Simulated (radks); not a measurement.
Values are calculated unless marked as measured or tabulated.
Valence configurations of Ag II (all share [Kr]). Code: a radial shooting solver on a logarithmic mesh with Libxc functionals. Model: scalar-relativistic Kohn-Sham, PBE, spin-polarised, spherical densities, finite nucleus; open shells are filled with parallel spins first (spin-orbit coupling, left out, can overturn this in heavy ions); Fermi nuclear charge, rms radius 4.5454 fm. Energies are relative to 4d10; eigenvalues in eV for spin up.

| valence | E (eV) | moment (Bohr magnetons) | e(4d) | e(5p) | e(5s) |
|---|---|---|---|---|---|
| 4d10 | 0.000 | 0 | -15.639 | - | - |
| 4d9.5 5s0.5 | 2.296 | 1 | -17.631 | - | -12.300 |
| 4d9 5s1 | 4.862 | 2 | -19.663 | - | -13.268 |
| 4d8 5s2 | 12.284 | 2 | -23.766 | - | -14.472 |
| 4d8 5p2 | 23.520 | 4 | -26.467 | -10.286 | - |
| 4d9.5 5p0.5 | 4.933 | 1 | -18.372 | -7.462 | - |
| 4d9 5s0.5 5p0.5 | 7.660 | 2 | -20.384 | -8.090 | -13.720 |
| 4d9 5p1 | 10.490 | 2 | -21.083 | -8.468 | - |

NIST lists [Kr] 4d10 as the ground configuration; this level of theory agrees among the configurations tried. The energies are those of spherical high-spin densities, not of single terms.
